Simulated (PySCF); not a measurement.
(CdSe)2 ring, Cd2Se2 (singlet state).
Bonds: Cd1–Se2, Cd1–Se4, Se2–Cd3, Cd3–Se4.

A GFN2-xTB structure was refined with PBE0-D3(BJ)/def2-SVP geometry optimisation, gas phase, def2 core potentials past Kr (PySCF 2.14.0). Its GFN2-xTB values:

```tsv
coordinate	GFN2-xTB
Cd1–Se2	2.547 Å
Se2–Cd3	2.547 Å
Cd1–Se2–Cd3	76.1°
Se2–Cd1–Se4	103.9°
```

**Question.** How do these coordinates change at the PBE0-D3(BJ)/def2-SVP level?

**Answer.** 
```tsv
coordinate	PBE0-D3(BJ)/def2-SVP (Å or °)	change
Se2–Cd3	2.553	+0.006
Cd1–Se2	2.553	+0.006
Cd1–Se2–Cd3	67.3	-8.8
Se2–Cd1–Se4	112.7	+8.8
```

The energy falls by 0.243 eV over 8 energy and gradient evaluations, the largest force component goes from 0.0145 to 2.2e-04 Eh/bohr, and the atoms move by 0.138 Å rms after alignment. Among the bonds, Cd1–Se2, Cd1–Se4, Se2–Cd3 and Cd3–Se4 change most and about equally (+0.005 to +0.006 Å). Bonds longer at the end by more than 0.005 Å: 2 of 4; shorter: 0. Rotational constants go from 900.8, 785.2, 419.5 to 1109, 700.2, 429.2 MHz.

The run used 126 basis functions and 51 SCF cycles in all.

No PBE0-D3(BJ)/def2-SVP frequencies stand behind this structure, so it isn't proved a minimum.
